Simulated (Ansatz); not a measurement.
Reaction (ligand exchange at a Ge–Cl bond): `[CH3][GeH]([OH])[Cl]` + H₂Te → `[CH3][GeH]([OH])[TeH]` + HCl

Program: Ansatz. Geometries: PBE0-D4/def2-TZVP. ΔE: electronic, gas phase. CBS: MP2 limit from def2 TZ/QZ plus the TZ coupled-cluster correction, frozen cores. This one scheme is used for every species. DFT in def2-TZVPP. Elements past krypton have def2 core potentials. For Ge, Te outer-core shells are correlated without core-valence functions, which leaves a few kJ/mol of doubt a bond. Scalar relativity is left out up to krypton. One conformer a species, not always the lowest.

```json
{"species": "`[CH3][GeH]([OH])[Cl]`", "PBE energy (Eh)": "-2653.04323"}
{"species": "H₂Te", "PBE energy (Eh)": "-269.19894"}
{"species": "`[CH3][GeH]([OH])[TeH]`", "PBE energy (Eh)": "-2461.61015"}
{"species": "HCl", "PBE energy (Eh)": "-460.62738"}
```

Work out ΔE.

ΔE = (-2461.61015) + (-460.62738) − (-2653.04323) − (-269.19894) = 0.00464 Eh = +12.2 kJ/mol. CCSD(T)/CBS gives +10.1 kJ/mol.

Largest T1 diagnostic among the species: 0.011.

In def2-TZVPP, CCSD(T) changes the Hartree–Fock value by −15.7 kJ/mol (the triples alone add −2.2 kJ/mol) and MP2 by −21.3 kJ/mol. The D4 term adds −5.0 kJ/mol with B3LYP and −2.9 kJ/mol with PBE0; it sums over pairs of atoms, weighted by their polarisabilities, and B3LYP, whose exchange is more repulsive, gets the larger term.

B3LYP here is the variant with VWN-RPA as its local correlation; programs differ in this.
